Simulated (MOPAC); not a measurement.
Input for MOPAC: AM1 on NaAl-, 2S+1 = 2, a spin state set in the input, which need not be the lowest, a point of a bond scan (R = 3.286 Å). Charge -1.

```
AM1 1SCF PRECISE CHARGE=-1 UHF MS=0.5 THREADS=1
AlNa

Na     0.00000000 1     0.00000000 1     0.00000000 1
Al     0.00000000 1     0.00000000 1     3.28554400 1
```

The log:

```
*******************************************************************************
 **                                                                           **
 **                              MOPAC v23.2.5                                **
 **                                                                           **
 *******************************************************************************
 ** MOPAC's Digital Object Identifier: https://doi.org/10.5281/zenodo.6511958 **
 **                                                                           **
 ** Please cite the open-source release paper for use of this MOPAC version:  **
 ** J. E. Moussa and J. J. P. Stewart (2026)                                  **
 ** MOPAC: An open-source semiempirical molecular orbital program             **
 ** J. Open Source Softw., 11(119), 8025, https://doi.org/10.21105/joss.08025 **
 *******************************************************************************

                              AM1 CALCULATION RESULTS

 *******************************************************************************
 *  AM1        - The AM1 Hamiltonian to be used
 *  UHF        - UNRESTRICTED HARTREE-FOCK CALCULATION
 *
 *
 *
 *                 CHARGE ON SYSTEM = -1
 *
 *
 *
 *  MS=        - IN MECI, MAGNETIC COMPONENT OF SPIN =  0.5
 *  PRECISE    - TIGHTER CRITERIA TO BE USED
 *  1SCF       - DO 1 SCF AND THEN STOP
 *  THREADS=1  - MULTI-THREADING NOT USED
 *  T=         - A TIME OF 172800.0 SECONDS REQUESTED
 *  DUMP=N     - RESTART FILE WRITTEN EVERY 7200.0 SECONDS REQUESTED
 *******************************************************************************
AM1 1SCF PRECISE CHARGE=-1 UHF MS=0.5 THREADS=1
 AlNa

   ATOM   CHEMICAL          X               Y               Z
  NUMBER   SYMBOL      (ANGSTROMS)     (ANGSTROMS)     (ANGSTROMS)

     1      Na          0.00000000  *   0.00000000  *   0.00000000  *
     2      Al          0.00000000  *   0.00000000  *   3.28554400  *



          CARTESIAN COORDINATES

    NO.       ATOM           X           Y           Z

     1        Na          0.0000      0.0000      0.0000
     2        Al          0.0000      0.0000      3.2855

 Na: (AM1): J. J. P. STEWART, J. MOL. MOD., 10, 155-164 (2004)
 Al: (AM1): M. J. S. Dewar, A. J. Holder, Organometallics, 9, 508-511 (1990).

           Empirical Formula: Na Al  =     2 atoms



      MOLECULAR POINT GROUP   :   C*v


          UHF CALCULATION, NO. OF ALPHA ELECTRONS =    3
                           NO. OF BETA  ELECTRONS =    2

 -------------------------------------------------------------------------------
 AM1 1SCF PRECISE CHARGE=-1 UHF MS=0.5 THREADS=1
 AlNa



     1SCF WAS SPECIFIED, SO BFGS WAS NOT USED
     SCF FIELD WAS ACHIEVED


                              AM1 CALCULATION
                                                       MOPAC v23.2.5 Linux




          FINAL HEAT OF FORMATION =         62.53127 KCAL/MOL =     261.63083 KJ/MOL


          COSMO AREA              =        131.32 SQUARE ANGSTROMS
          COSMO VOLUME            =        127.56 CUBIC ANGSTROMS

          IONIZATION POTENTIAL    =          1.393546 EV
          ALPHA SOMO LUMO (EV)    =         -1.610  3.476
          BETA  SOMO LUMO (EV)    =         -1.394  3.515
          NO. OF ALPHA ELECTRONS  =          3
          NO. OF BETA  ELECTRONS  =          2
          MOLECULAR WEIGHT        =         49.9713         POINT GROUP:  C*v

          MOLECULAR DIMENSIONS (Angstroms)

            Atom       Atom       Distance
           Al     2   Na     1     3.28554
           Al     2   Na     1     0.00000
           Na     1   Al     2     0.00000


          SCF CALCULATIONS        =          1





   ATOM   CHEMICAL          X               Y               Z
  NUMBER   SYMBOL      (ANGSTROMS)     (ANGSTROMS)     (ANGSTROMS)

     1      Na          0.00000000  *   0.00000000  *   0.00000000  *
     2      Al          0.00000000  *   0.00000000  *   3.28554400  *

                             CARTESIAN COORDINATES

   1   Na        0.000000000     0.000000000     0.000000000
   2   Al        0.000000000     0.000000000     3.285544000


           Empirical Formula: Na Al  =     2 atoms



      MOLECULAR POINT GROUP   :   C*v


          ALPHA EIGENVALUES
  -5.77806  -2.04004  -1.61036   3.47612   5.30369   6.01332   6.02249   7.96759


           BETA EIGENVALUES
  -4.44825  -1.39355   3.51511   3.62056   3.84487   4.18771   4.70469   5.81665


              NET ATOMIC CHARGES AND DIPOLE CONTRIBUTIONS

  ATOM NO.   TYPE          CHARGE      No. of ELECS.   s-Pop       p-Pop
    1         Na          -0.253562        1.2536     0.95140     0.30216
    2         Al          -0.746438        3.7464     1.89675     1.84969
 DIPOLE           X         Y         Z       TOTAL
 POINT-CHG.     0.000     0.000    -3.259     3.259
 HYBRID        -0.000     0.000     2.588     2.588
 SUM           -0.000     0.000    -0.671     0.671


          ATOMIC ORBITAL ELECTRON POPULATIONS

     Atom    s        px        py        pz
    1 Na   0.95140   0.00542   0.00000   0.29674
    2 Al   1.89675   0.99458   0.00000   0.85510


                    (SZ)    =    0.500000
                    (S**2)  =    1.713845


          ATOMIC ORBITAL SPIN POPULATIONS

    Atom   Total    s     px     py     pz
         Atomic
    1 Na -0.8493 -0.720  0.005  0.000 -0.135
    2 Al  1.8493  0.022  0.995  0.000  0.833

 **********************
 *                    *
 * JOB ENDED NORMALLY *
 *                    *
 **********************




 == MOPAC DONE ==
```

The run finished. Its determinant has ⟨S²⟩ = 1.71, a mixture of spin states.

Cost: around 0.020 core-seconds (rough).
